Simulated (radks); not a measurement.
Q: All-electron atom: the barium ion Ba41+ in [Ne] 3s2 3p3 (the NIST ground configuration). Calculated with a radial shooting solver on a logarithmic mesh with Libxc functionals: scalar-relativistic Kohn-Sham, PBE, spin-polarised, spherical densities, finite nucleus; open shells are filled with parallel spins first (spin-orbit coupling, left out, can overturn this in heavy ions); Fermi nuclear charge, rms radius 4.8378 fm. Some entries of the table are withheld. Estimate them.

orbital,occ.,eigenvalue (hartree),<1/r> (bohr^-1)
1s up,1,-1462.565,60.70
1s down,1,-1462.284,60.71
2s up,1,(1),14.15
2s down,1,(2),14.15
2p up,3,-284.3498,13.43
2p down,3,-284.0517,13.43
3s up,1,-119.9820,5.706
3s down,1,-119.0217,5.694
3p up,3,(3),5.468
3p down,0,(4),5.461

A: 
(1) 2s up eigenvalue (hartree): -305.7704
(2) 2s down eigenvalue (hartree): -305.5610
(3) 3p up eigenvalue (hartree): -113.3138
(4) 3p down eigenvalue (hartree): -112.3545
